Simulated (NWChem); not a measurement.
C2H5ClOSi; SMILES Cl[Si@@H]1CCO1

```xyz
10

Cl    -0.0128    -1.8857    -0.3702
Si    -0.0212    -0.0536     0.6092
C     -1.1508     1.2702    -0.1094
C      0.2023     1.9506    -0.4709
O      1.1695     1.0094     0.1061
H      0.0019    -0.3813     2.0535
H     -1.7541     1.8356     0.6061
H     -1.7672     0.9972    -0.9685
H      0.3760     2.0324    -1.5482
H      0.3404     2.9310    -0.0056
```
Atoms are numbered in this order, from 1.

Results from NWChem. Pople sets run with spherical d functions. Geometry: optimised at B3LYP/6-31G* (spherical d). B3LYP is NWChem's, with the RPA form of VWN correlation. Level: B3LYP/6-31G* with SMD (1 M gas to 1 M solution), gas-phase geometry. Reactions with the solvent are ignored.

Q: What does the run give for solvent water? Quantities: solvation free energy (kcal/mol); cavity-dispersion-structure term (kcal/mol); dipole in solution (D).

A: 
- solvation free energy (kcal/mol) = -3.0
- cavity-dispersion-structure term (kcal/mol) = 2.4
- dipole in solution (D) = 3.69
